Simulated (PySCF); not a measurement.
A calculated (LDA, PySCF 2.14, dyall-av2z, the non-relativistic Hamiltonian (point nucleus)) atom or ion has these occupied shells.

| shell | electrons | orbital energy (eV) | rms radius, mean of both spins (bohr) |
| --- | --- | --- | --- |
| 1s α | 1 | -2415.3 | 0.113 |
| 1s β | 1 | -2414.9 | 0.113 |
| 2s α | 1 | -235.24 | 0.526 |
| 2s β | 1 | -234.80 | 0.526 |
| 2p α | 3 | -182.35 | 0.495 |
| 2p β | 3 | -181.81 | 0.495 |
| 3s α | 1 | -40.136 | 1.70 |
| 3s β | 1 | -37.844 | 1.70 |
| 3p α | 2 | -28.816 | 1.90 |

(1) Name the element and its charge.

Answers

(1) S²⁺ (sulfur, charge +2), in [Ne] 3s2 3p2, high-spin 3P determinant.
